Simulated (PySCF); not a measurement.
## How methods differ on the excitation energy of Zn(2+)

Zn(2+) [Ar] 3d10 (1S) → Zn(2+) [Ar] 3d9 4p1 (high-spin determinant), as a difference of total energies. All numbers are calculated (PySCF 2.14, scalar relativity by spin-free X2C-1e, in x2c-TZVPPall (6s5p4d2f1g, 64 functions)). Correlated levels: valence and next inner shell: [Ne] frozen. The calculations carry no spin-orbit coupling.

```json
{"method": "UHF", "excitation energy (eV)": "15.293"}
{"method": "MP2 (valence and next inner shell)", "excitation energy (eV)": "18.149"}
{"method": "SCS-MP2 (valence and next inner shell)", "excitation energy (eV)": "17.817"}
{"method": "CCSD (valence and next inner shell)", "excitation energy (eV)": "17.165"}
{"method": "CCSD(T) (valence and next inner shell)", "excitation energy (eV)": "17.217"}
```

Q: How much does correlation contribute at CCSD(T) (valence and next inner shell)?

A: 17.217 − (15.293) = 1.924 eV, measured against UHF.

A first-order spin-orbit estimate (lowest level to lowest level, LS coupling) adds -0.082 eV.

The basis was made for the ground configuration and has no added diffuse functions, so the excitation energy can come out too high.

The determinant of the upper state mixes LS terms, which raises its energy above the lowest term, most at the Hartree-Fock and MP2 levels.
